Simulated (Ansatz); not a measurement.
This geometry of C$_{2}$H$_{9}$FSSi$_{2}$ (15 atoms, charge 0, multiplicity 1) is a first-order saddle point.

Level of theory: RKS PBE/6-31G* (Ansatz 0.2.0).

```xyz
15
Properties=species:S:1:pos:R:3
C 0.829 -0.675 1.735
Si 1.115 -0.025 -0.017
S 2.610 -1.187 -1.091
C -0.534 -0.056 -0.993
F -0.297 0.289 -2.351
Si -1.859 1.157 -0.320
H 1.791 -0.748 2.270
H 0.170 -0.001 2.308
H 0.376 -1.681 1.722
H 1.641 1.378 0.034
H 1.713 -1.841 -1.879
H -0.950 -1.086 -0.966
H -1.330 2.557 -0.357
H -2.203 0.791 1.096
H -3.095 1.077 -1.163
```

(1) Which two structures does it join? (They come from a converged band through this point; their orientation in space is the band's.)

(2) How far does it lie above each of them?

Results:

(1) No bond is made or broken. The dihedral C4–Si2–S3–H11 goes from 44 to -68°.

Initial state:

```xyz
15
Properties=species:S:1:pos:R:3
C 0.868 -0.692 1.814
Si 1.054 -0.145 0.018
S 2.379 -1.541 -0.977
C -0.610 -0.142 -0.930
F -0.293 0.143 -2.297
Si -1.874 1.174 -0.360
H 1.854 -0.750 2.305
H 0.249 0.024 2.381
H 0.396 -1.687 1.877
H 1.602 1.250 -0.075
H 2.045 -1.101 -2.221
H -1.069 -1.151 -0.892
H -1.258 2.537 -0.448
H -2.271 0.899 1.064
H -3.095 1.133 -1.230
```

Final state:

```xyz
15
Properties=species:S:1:pos:R:3
C 0.871 -0.622 1.621
Si 1.099 -0.002 -0.151
S 2.575 -1.157 -1.242
C -0.588 0.027 -1.062
F -0.375 0.548 -2.368
Si -1.924 1.130 -0.244
H 1.847 -0.671 2.131
H 0.212 0.049 2.199
H 0.427 -1.633 1.640
H 1.673 1.380 -0.199
H 1.981 -2.367 -1.049
H -0.982 -1.006 -1.161
H -1.385 2.514 -0.044
H -2.323 0.558 1.089
H -3.130 1.200 -1.132
```

(2) 8.8 kJ/mol above the first and 4.3 kJ/mol above the second. This is the barrier of this one path; another mechanism may lie lower.

The run took 100 s on 2 threads of Arm Neoverse V2 (shared host), peak memory 0.18 GiB.
